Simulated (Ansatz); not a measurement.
Program: Ansatz. Geometries: PBE0-D4/def2-TZVP. ΔE: electronic, gas phase. CCSD(T)/CBS adds triple-zeta CCSD(T) − MP2 to the extrapolated MP2 energy (def2 sets, frozen cores). This one scheme is used for every species, atoms too. DFT in def2-TZVPP. No spin–orbit coupling; open shells (•) take unrestricted orbitals. Spin–orbit coupling would lower the free atoms: a little for C; strongly for Sn. def2 core potentials past Kr. Bonds to Sn are less sure, by a few kJ/mol each and by 10 to 20 or more in all where they break to atoms, as the def2 sets lack core-valence functions. Each species was taken in one conformer, which may not be the lowest.

`[CH3][SnH][NH2]`• → C• + 6 H• + N• + Sn•  (atomization)

`[CH3][SnH][NH2]`•:

```xyz
9

C     1.542    0.045   -0.105
Sn   -0.351   -0.969    0.141
N    -1.696    0.558    0.331
H     1.431    0.772   -0.911
H     2.320   -0.673   -0.361
H     1.816    0.559    0.816
H    -0.824   -1.716   -1.352
H    -1.570    1.144    1.146
H    -2.668    0.280    0.295
```

```json
{"level": "r2SCANh-D4", "ΔE (kJ/mol)": "2771.5", "difference from CCSD(T)/CBS": "-29.9"}
{"level": "r2SCAN0-D4", "ΔE (kJ/mol)": "2746.8", "difference from CCSD(T)/CBS": "-54.6"}
{"level": "CAM-B3LYP-D4", "ΔE (kJ/mol)": "2808.3", "difference from CCSD(T)/CBS": "6.9"}
{"level": "ωB97X-V", "ΔE (kJ/mol)": "2803.2", "difference from CCSD(T)/CBS": "1.8"}
{"level": "ωB97M-V", "ΔE (kJ/mol)": "2795.1", "difference from CCSD(T)/CBS": "-6.3"}
{"level": "B2PLYP", "ΔE (kJ/mol)": "2759.0", "difference from CCSD(T)/CBS": "-42.4"}
{"level": "revPBE", "ΔE (kJ/mol)": "2725.9", "difference from CCSD(T)/CBS": "-75.5"}
{"level": "LC-ωPBE", "ΔE (kJ/mol)": "2768.6", "difference from CCSD(T)/CBS": "-32.8"}
{"level": "HF/def2-SVP", "ΔE (kJ/mol)": "1927.3", "difference from CCSD(T)/CBS": "-874.1"}
{"level": "CCSD/def2-SVP", "ΔE (kJ/mol)": "2558.4", "difference from CCSD(T)/CBS": "-243.0"}
{"level": "CCSD(T)/def2-SVP", "ΔE (kJ/mol)": "2585.2", "difference from CCSD(T)/CBS": "-216.2"}
{"level": "MP2/def2-TZVPP", "ΔE (kJ/mol)": "2710.9", "difference from CCSD(T)/CBS": "-90.5"}
{"level": "CCSD/def2-TZVPP", "ΔE (kJ/mol)": "2681.3", "difference from CCSD(T)/CBS": "-120.1"}
{"level": "CCSD(T)/def2-TZVPP", "ΔE (kJ/mol)": "2721.7", "difference from CCSD(T)/CBS": "-79.7"}
{"level": "HF/def2-QZVPP", "ΔE (kJ/mol)": "1955.5", "difference from CCSD(T)/CBS": "-845.9"}
{"level": "MP2/CBS(def2)", "ΔE (kJ/mol)": "2790.6", "difference from CCSD(T)/CBS": "-10.8"}
{"level": "CCSD(T)/CBS", "ΔE (kJ/mol)": "2801.4", "difference from CCSD(T)/CBS": "0"}
```

Largest T1 diagnostic among the species: 0.016.

From BLYP to BHLYP (50 % exact exchange), in def2-TZVPP and without D4, ΔE moves by −69.0 kJ/mol: exact exchange takes away binding that semilocal exchange gives to molecules. In def2-TZVPP, CCSD(T) changes the Hartree–Fock value by +772.8 kJ/mol (the triples alone add +40.4 kJ/mol) and MP2 by +762.0 kJ/mol; breaking electron pairs costs correlation energy, which Hartree–Fock lacks. The D4 term adds +24.1 kJ/mol with B3LYP and +12.5 kJ/mol with PBE0; it sums over pairs of atoms, weighted by their polarisabilities, and B3LYP, whose exchange is more repulsive, gets the larger term.

B3LYP here is the variant with VWN-RPA as its local correlation; programs differ in this.

For atomizations the MP2-based limit and the directly extrapolated one differ by several kJ/mol either way, and by 10 to 25 for some Ge, Se and Sn compounds, so smaller differences from it don't rank the levels.
